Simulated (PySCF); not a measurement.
C$_{3}$H$_{9}$ClOSi (SMILES CCO[SiH](C)Cl), singlet, geometry from GFN2-xTB, atoms displaced at random by about 0.08 Å a coordinate; B3LYP/STO-3G, gradient in PySCF.

Input for PySCF:
```python
from pyscf import gto, scf, dft

mol = gto.Mole()
mol.atom = '''
    Si   -0.909058    0.098262   -0.186328
    C    -1.607642   -1.555128    0.685116
    Cl   -1.116797    1.713831    0.717835
    O     0.741651    0.031794   -0.336762
    C     1.594755   -1.144014   -0.811485
    C     3.060031   -0.622427   -0.437753
    H    -1.602033    0.025884   -1.520290
    H    -2.561244   -1.390492    0.820958
    H    -1.176873   -1.538747    1.753768
    H    -1.422137   -2.279746    0.154940
    H     1.491798   -0.995970   -1.878787
    H     1.377804   -2.026703   -0.327081
    H     3.315331    0.238844   -0.981361
    H     3.786994   -1.373307   -0.993500
    H     3.051426   -0.671451    0.596930
'''
mol.basis = 'sto-3g'
mol.charge = 0
mol.spin = 0
mol.verbose = 4
mol.build()

mf = dft.RKS(mol)
mf.xc = 'b3lyp'
mf.grids.level = 5
mf.kernel()
g = mf.nuc_grad_method()
g.grid_response = False
grad = g.kernel()
```

What the program printed (banner, timings and long lists left out):

```
PySCF version 2.14.0

[INPUT] verbose = 4
[INPUT] num. atoms = 15
[INPUT] num. electrons = 66
[INPUT] charge = 0
[INPUT] spin (= nelec alpha-beta = 2S) = 0
[INPUT] symmetry False subgroup None
[INPUT] Mole.unit = angstrom
[INPUT] Symbol           X                Y                Z      unit          X                Y                Z       unit  Magmom
[INPUT]  1 Si    -0.909058000000   0.098262000000  -0.186328000000 AA   -1.717870651345   0.185688268452  -0.352108889338 Bohr   0.0
[INPUT]  2 C     -1.607642000000  -1.555128000000   0.685116000000 AA   -3.038003086348  -2.938766008643   1.294681603558 Bohr   0.0
[INPUT]  3 Cl    -1.116797000000   1.713831000000   0.717835000000 AA   -2.110440466736   3.238671213789   1.356511552627 Bohr   0.0
[INPUT]  4 O      0.741651000000   0.031794000000  -0.336762000000 AA    1.401517270010   0.060081952404  -0.636387949161 Bohr   0.0
[INPUT]  5 C      1.594755000000  -1.144014000000  -0.811485000000 AA    3.013650185781  -2.161873142668  -1.533484404193 Bohr   0.0
[INPUT]  6 C      3.060031000000  -0.622427000000  -0.437753000000 AA    5.782620522679  -1.176216562535  -0.827233280207 Bohr   0.0
[INPUT]  7 H     -1.602033000000   0.025884000000  -1.520290000000 AA   -3.027403612515   0.048913671008  -2.872931729915 Bohr   0.0
[INPUT]  8 H     -2.561244000000  -1.390492000000   0.820958000000 AA   -4.840049698186  -2.627649058399   1.551385779771 Bohr   0.0
[INPUT]  9 H     -1.176873000000  -1.538747000000   1.753768000000 AA   -2.223967653395  -2.907810404996   3.314141206026 Bohr   0.0
[INPUT] 10 H     -1.422137000000  -2.279746000000   0.154940000000 AA   -2.687449441611  -4.308095573573   0.292794165740 Bohr   0.0
[INPUT] 11 H      1.491798000000  -0.995970000000  -1.878787000000 AA    2.819089653174  -1.882110528283  -3.550392876393 Bohr   0.0
[INPUT] 12 H      1.377804000000  -2.026703000000  -0.327081000000 AA    2.603672213330  -3.829913605834  -0.618093510549 Bohr   0.0
[INPUT] 13 H      3.315331000000   0.238844000000  -0.981361000000 AA    6.265067602280   0.451349746496  -1.854503519329 Bohr   0.0
[INPUT] 14 H      3.786994000000  -1.373307000000  -0.993500000000 AA    7.156381495371  -2.595174114948  -1.877442904755 Bohr   0.0
[INPUT] 15 H      3.051426000000  -0.671451000000   0.596930000000 AA    5.766359429377  -1.268858496065   1.128034215537 Bohr   0.0

nuclear repulsion = 381.055557108682
number of shells = 31
number of NR pGTOs = 141
number of NR cGTOs = 47
basis = sto-3g
ecp = {}

******** <class 'pyscf.dft.rks.RKS'> ********
method = RKS
initial guess = minao
damping factor = 0
level_shift factor = 0
DIIS = <class 'pyscf.scf.diis.CDIIS'>
diis_start_cycle = 1
diis_space = 8
diis_damp = 0
SCF conv_tol = 1e-09
SCF conv_tol_grad = None
SCF max_cycles = 50
direct_scf = True
direct_scf_tol = 1e-13
XC library pyscf.dft.libxc version 7.1.2
    S. Lehtola, C. Steigemann, M. J. T. Oliveira, and M. A. L. Marques,  SoftwareX 7, 1–5 (2018)
XC functionals = b3lyp
    P. J. Stephens, F. J. Devlin, C. F. Chabalowski, and M. J. Frisch,  J. Phys. Chem. 98, 11623 (1994)
radial grids:
    Treutler-Ahlrichs [JCP 102, 346 (1995); DOI:10.1063/1.469408] (M4) radial grids

becke partition: Becke, JCP 88, 2547 (1988); DOI:10.1063/1.454033
pruning grids: <function nwchem_prune>
grids dens level: 5
symmetrized grids: False
atomic radii adjust function: <function treutler_atomic_radii_adjust>
small_rho_cutoff = 0
Set gradient conv threshold to 3.16228e-05
Initial guess from minao.
tot grids = 470376
init E= -933.971468910824
  HOMO = -0.330511144833203  LUMO = 0.0366208213464876  gap/eV = 9.99017
cycle= 1 E= -933.608657875246  delta_E= 0.363  |g|= 0.655  |ddm|= 4.53
  HOMO = 0.0541417358227609  LUMO = 0.18366154140505  gap/eV = 3.52441
cycle= 2 E= -933.389564082555  delta_E= 0.219  |g|= 1.14  |ddm|= 2.51
  HOMO = -0.143885518181506  LUMO = 0.186508987364149  gap/eV = 8.99049
cycle= 3 E= -933.765313386995  delta_E= -0.376  |g|= 0.113  |ddm|= 1.63
  HOMO = -0.126867577644522  LUMO = 0.193302418569251  gap/eV = 8.71227
cycle= 4 E= -933.768985047749  delta_E= -0.00367  |g|= 0.046  |ddm|= 0.244
  HOMO = -0.13593239097009  LUMO = 0.189712094770786  gap/eV = 8.86124
cycle= 5 E= -933.769702610794  delta_E= -0.000718  |g|= 0.00466  |ddm|= 0.0758
  HOMO = -0.137268130878235  LUMO = 0.189236521967751  gap/eV = 8.88464
cycle= 6 E= -933.769711400415  delta_E= -8.79e-06  |g|= 0.000879  |ddm|= 0.0107
  HOMO = -0.137018365895753  LUMO = 0.189490826900261  gap/eV = 8.88477
cycle= 7 E= -933.769711663186  delta_E= -2.63e-07  |g|= 0.000228  |ddm|= 0.00154
  HOMO = -0.137010512547302  LUMO = 0.189491980090307  gap/eV = 8.88459
cycle= 8 E= -933.769711678782  delta_E= -1.56e-08  |g|= 5.21e-05  |ddm|= 0.000359
  HOMO = -0.13700594621079  LUMO = 0.189487898066627  gap/eV = 8.88435
cycle= 9 E= -933.769711679731  delta_E= -9.49e-10  |g|= 8.13e-06  |ddm|= 8.19e-05
  HOMO = -0.137001205525716  LUMO = 0.189489221262273  gap/eV = 8.88426
Extra cycle  E= -933.769711679716  delta_E= 1.5e-11  |g|= 1.02e-05  |ddm|= 2.78e-05
converged SCF energy = -933.769711679716

******** <class 'pyscf.grad.rks.Gradients'> for <class 'pyscf.dft.rks.RKS'> ********
unit = Eh/Bohr
grid_response = False
--------------- RKS gradients ---------------
         x                y                z
0 Si     0.0065783249     0.2011572404     0.0938371266
1 C    -0.0930955225    -0.2274460704    -0.1513785312
2 Cl     0.0276546225    -0.1405023264    -0.0792667432
3 O    -0.0414262539     0.0107933075    -0.0064313907
4 C    -0.0045395966    -0.1478652170     0.0085313652
5 C     0.0032239963     0.1061013860     0.0906990132
6 H    -0.0077730202    -0.0124528429    -0.0173154674
7 H     0.1282957433    -0.0122515079    -0.0105494258
8 H     0.0072104409     0.0166834438     0.0405085738
9 H    -0.0502044103     0.1874970936     0.1246731744
10 H     0.0019974323     0.0329887599     0.0258720724
11 H     0.0179831657     0.0686971212    -0.0207019574
12 H     0.0024913816    -0.0525715106     0.0009513447
13 H     0.0254978968    -0.0196661873    -0.0423540566
14 H    -0.0239002773    -0.0111657556    -0.0570787540
----------------------------------------------
```
